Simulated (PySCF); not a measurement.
Exercise with solution: oscillator strength and radiative lifetime

Al(F)(GeH3)(Me) (CH6AlFGe), SMILES [CH3][Al]([F])[GeH3].

The structure is a stationary point at PBE0-D3(BJ)/def2-SVP.

TDA-PBE0/def2-SVPD in PySCF 2.14.0 puts the first singlet state with f over 0.02 at 6.22 eV (vertical), with the transition dipole (0.094, 0.753, -1.153) in atomic units.

### Question
Find the oscillator strength, the wavelength and the radiative lifetime that this transition would have in vacuum if emission retraced absorption.

### Answer

|μ|² = 1.9053 au, so |μ| = 3.51 D. ΔE = 6.22/27.211 = 0.2286 hartree. f = (2/3) ΔE |μ|² = 0.290 (the program prints 0.290).
λ = 1239.84/6.22 = 199 nm; ν = 50168 cm⁻¹.
Einstein's coefficient A = 0.6670 ν² f s⁻¹ (ν in cm⁻¹) = 4.9e8 s⁻¹, so τ = 1/A = 2.1 ns. This state is S2; the lower singlet has f = 0.018. The figure is the radiative limit of this one transition; relaxation, internal conversion, crossing to triplets and a medium change what is measured.
